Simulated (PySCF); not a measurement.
Polarisability and C₆ of Ti⁺ (titanium, charge +1)

[Ar] 3d2 4s1, high-spin 4F determinant. Computed with PySCF 2.14 in dyall-av2z (16s12p7d2f, 101 functions), with the non-relativistic Hamiltonian (point nucleus). Coupled (time-dependent) response in atomic units; α is the mean over directions. A double-zeta set is small for polarisabilities.

```csv
method,mean α (bohr³),C₆ (like pair),S(−4)
UHF,64.43,441.1,3847
PBE,48.08,305.0,1951
PBE0,51.78,333.8,2332
```

S(−4) is the Cauchy moment in α(ω) = α(0) + S(−4) ω² + …

α(iu) at PBE0:

```json
{"u (hartree)": "0", "α(iu) (bohr³)": "51.78"}
{"u (hartree)": "0.0500", "α(iu) (bohr³)": "46.59"}
{"u (hartree)": "0.100", "α(iu) (bohr³)": "36.20"}
{"u (hartree)": "0.200", "α(iu) (bohr³)": "20.31"}
{"u (hartree)": "0.300", "α(iu) (bohr³)": "12.74"}
{"u (hartree)": "0.500", "α(iu) (bohr³)": "6.890"}
{"u (hartree)": "0.750", "α(iu) (bohr³)": "4.323"}
{"u (hartree)": "1.00", "α(iu) (bohr³)": "3.123"}
{"u (hartree)": "1.50", "α(iu) (bohr³)": "1.937"}
{"u (hartree)": "2.00", "α(iu) (bohr³)": "1.340"}
{"u (hartree)": "3.00", "α(iu) (bohr³)": "0.7551"}
{"u (hartree)": "5.00", "α(iu) (bohr³)": "0.3391"}
```

A single London oscillator, α(iu) = α/(1 + u²/ω²), gives C₆ = (3/4) ω α². Matching the computed C₆ needs ω = 4 × 333.8 / (3 × 51.78²) = 0.166 hartree.

For an ion, C₆ is the dispersion term alone; charge-induced terms of lower order in 1/R come first.
